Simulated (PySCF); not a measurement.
Cl3Sc, charge +1, doublet, at a GFN2-xTB geometry of the parent state (such geometries of metal compounds can be far from the true shape) (the multiplicity is a formal guess); B3LYP/6-31G** in PySCF.

PySCF was given this input:
```python
from pyscf import gto, scf, dft

mol = gto.Mole()
mol.atom = '''
    Sc   -0.305521   -0.023381    0.213407
    Cl    1.773216   -0.126430   -0.815400
    Cl   -0.592849   -1.150558    2.198355
    Cl   -0.802959    1.305872   -1.646575
'''
mol.basis = '6-31g**'
mol.charge = 1
mol.spin = 1
mol.verbose = 4
mol.build()

mf = dft.ROKS(mol)
mf.xc = 'b3lyp'
mf.kernel()
mf.analyze()
```

What the program printed (banner, timings and long lists left out):

```
PySCF version 2.14.0

[INPUT] verbose = 4
[INPUT] num. atoms = 4
[INPUT] num. electrons = 71
[INPUT] charge = 1
[INPUT] spin (= nelec alpha-beta = 2S) = 1
[INPUT] symmetry False subgroup None
[INPUT] Mole.unit = angstrom
[INPUT] Symbol           X                Y                Z      unit          X                Y                Z       unit  Magmom
[...]
nuclear repulsion = 366.209626495731
number of shells = 36
number of NR pGTOs = 250
number of NR cGTOs = 88
basis = 6-31g**
ecp = {}

******** <class 'pyscf.dft.roks.ROKS'> ********
method = ROKS
initial guess = minao
damping factor = 0
level_shift factor = 0
DIIS = <class 'pyscf.scf.diis.CDIIS'>
diis_start_cycle = 1
diis_space = 8
diis_damp = 0
SCF conv_tol = 1e-09
SCF conv_tol_grad = None
SCF max_cycles = 50
direct_scf = True
direct_scf_tol = 1e-13
num. doubly occ = 35  num. singly occ = 1
XC library pyscf.dft.libxc version 7.1.2
    S. Lehtola, C. Steigemann, M. J. T. Oliveira, and M. A. L. Marques,  SoftwareX 7, 1–5 (2018)
XC functionals = b3lyp
    P. J. Stephens, F. J. Devlin, C. F. Chabalowski, and M. J. Frisch,  J. Phys. Chem. 98, 11623 (1994)
radial grids:
    Treutler-Ahlrichs [JCP 102, 346 (1995); DOI:10.1063/1.469408] (M4) radial grids

becke partition: Becke, JCP 88, 2547 (1988); DOI:10.1063/1.454033
pruning grids: <function nwchem_prune>
grids dens level: 3
symmetrized grids: False
atomic radii adjust function: <function treutler_atomic_radii_adjust>
small_rho_cutoff = 0
Set gradient conv threshold to 3.16228e-05
tot grids = 77280
init E= -2141.52476419848
[...]
cycle= 1 E= -2140.75313612961  delta_E= 0.772  |g|=  1.1  |ddm|= 2.12
[...]
cycle= 2 E= -2140.30738939375  delta_E= 0.446  |g|= 1.27  |ddm|= 2.22

WARN: HOMO -0.308051855103791 >= LUMO -0.443349685013942

cycle= 3 E= -2140.52374009789  delta_E= -0.216  |g|= 0.947  |ddm|= 2.23
[...]
cycle= 4 E= -2141.0241661851  delta_E= -0.5  |g|= 0.329  |ddm|= 1.56
[...]
cycle= 5 E= -2141.03588254344  delta_E= -0.0117  |g|= 0.328  |ddm|= 0.862
[...]
cycle= 6 E= -2141.07773976677  delta_E= -0.0419  |g|= 0.149  |ddm|= 0.449
[...]
cycle= 7 E= -2141.08435661046  delta_E= -0.00662  |g|= 0.0937  |ddm|= 0.205
[...]
cycle= 8 E= -2141.08665909678  delta_E= -0.0023  |g|= 0.0589  |ddm|= 0.122
[...]
cycle= 9 E= -2141.08816132164  delta_E= -0.0015  |g|= 0.0223  |ddm|= 0.0668
[...]
cycle= 10 E= -2141.08835220941  delta_E= -0.000191  |g|= 0.00923  |ddm|= 0.0208
[...]
cycle= 11 E= -2141.0883950278  delta_E= -4.28e-05  |g|= 0.00231  |ddm|= 0.0202
[...]
cycle= 12 E= -2141.08839786207  delta_E= -2.83e-06  |g|= 0.000595  |ddm|= 0.0053
[...]
cycle= 13 E= -2141.08839776524  delta_E= 9.68e-08  |g|= 0.000675  |ddm|= 0.00212
[...]
cycle= 14 E= -2141.08839801424  delta_E= -2.49e-07  |g|= 0.000183  |ddm|= 0.00111
[...]
cycle= 15 E= -2141.08839803159  delta_E= -1.74e-08  |g|= 7.85e-05  |ddm|= 0.000659
[...]
cycle= 16 E= -2141.08839803544  delta_E= -3.85e-09  |g|= 6.16e-06  |ddm|= 0.00018
[...]
cycle= 17 E= -2141.08839803547  delta_E= -2.64e-11  |g|= 1.92e-06  |ddm|= 1.22e-05
[...]
Extra cycle  E= -2141.08839803541  delta_E= 5.09e-11  |g|= 1e-05  |ddm|= 2.89e-05
converged SCF energy = -2141.08839803541
**** SCF Summaries ****
Total Energy =                       -2141.088398035414684
Nuclear Repulsion Energy =             366.209626495731072
One-electron Energy =                -3661.709077567862550
Two-electron Energy =                 1154.411053036717021
Two-electron Coulomb Energy =         1277.974420606067042
DFT Exchange-Correlation Energy =     -123.563367569350049
HOMO-LUMO gap [eV] =                     4.480899836239294
**** MO energy ****
                Roothaan           | alpha              | beta
[...]
 ** Mulliken pop on meta-lowdin orthogonal AOs  **
 ** Mulliken pop  **
 ** Mulliken atomic charges  **
charge of    0Sc =      1.36365
charge of    1Cl =     -0.02365
charge of    2Cl =     -0.25004
charge of    3Cl =     -0.08996

WARN: System has nonzero charge 1; the dipole moment is origin-dependent.
Location of origin: [0. 0. 0.]

Dipole moment(X, Y, Z, Debye): -1.37559,  0.80510, -0.50888
```
